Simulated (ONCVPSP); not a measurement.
**silver (Ag), ONCV: configuration errors across variants**

Ag (Z = 47), optimised norm-conserving Vanderbilt (ONCV), made with ONCVPSP 4.0.1 (PBE, scalar-relativistic). Core [Ar] 3d10, reference 4s2 4p6 4d10 5s1. Waves: 4s+5s: rc 1.50 bohr, ncon 3, nbas 8, qcut 6.6 1/bohr, 2 projectors; 4p: rc 1.05 bohr, ncon 3, nbas 6, qcut 6.7 1/bohr, 3 projectors, debl 3.2 Ha; 4d: rc 1.85 bohr, ncon 4, nbas 9, qcut 8.3 1/bohr, 2 projectors, debl 0.8 Ha. Local part: polynomial inside 0.85 bohr (lpopt 5, dvloc0 0 Ha). Core correction: Teter function, fcfact 3.25, rcfact 1.5.

All-electron excitation energies from the reference (eV): (1) 4s2 4p6 4d10 5s0 7.757; (2) 4s2 4p6 4d9 5s0 29.871; (3) 4s2 4p6 4d8 5s0 66.064; (4) 4s2 4p6 4d10 5s0.5 3.017.

A true bound ghost makes a file unfit for plane-wave use even where its test errors are small: the radial tests pick states by their node count and pass the ghost by.

Errors AE − PS in meV (a dash: test not solved or not reliable):

```tsv
change	(1)	(2)	(3)	(4)	bound ghosts	GHOST(+) flags above zero
base	-1.7	-2.7	+14	-0.5	none	s
all radii but the core radius scaled by about 0.77 (s 1.16, p 0.80, d 1.42 bohr); local potential polynomial inside 0.66 bohr (lpopt 5, dvloc0 0 Ha)	-1.8	-3.4	-4.6	-0.6	s, p	p
all radii but the core radius scaled by about 0.88 (s 1.32, p 0.92, d 1.64 bohr); local potential polynomial inside 0.74 bohr (lpopt 5, dvloc0 0 Ha)	-1.9	-4.2	-1.1	-0.6	p	s, p
all radii but the core radius scaled by about 1.11 (s 1.66, p 1.16, d 2.06 bohr); local potential polynomial inside 0.94 bohr (lpopt 5, dvloc0 0 Ha)	-1.5	-1.1	+38	-0.5	none	s
all radii but the core radius scaled by about 1.23 (s 1.84, p 1.30, d 2.28 bohr); local potential polynomial inside 1.04 bohr (lpopt 5, dvloc0 0 Ha)	-1.6	+1.4	+78	-0.5	none	s
all radii but the core radius scaled by about 1.28 (s 1.92, p 1.34, d 2.38 bohr); local potential polynomial inside 1.08 bohr (lpopt 5, dvloc0 0 Ha)	-1.7	+2.8	+99	-0.5	none	s
```

Task: Give the same row for: all radii but the core radius scaled by about 1.06 (s 1.60, p 1.12, d 1.96 bohr); local potential polynomial inside 0.90 bohr (lpopt 5, dvloc0 0 Ha).

Result: -1.6, -2.0, +24, -0.5; bound ghosts: none; GHOST(+) flags above zero: s.
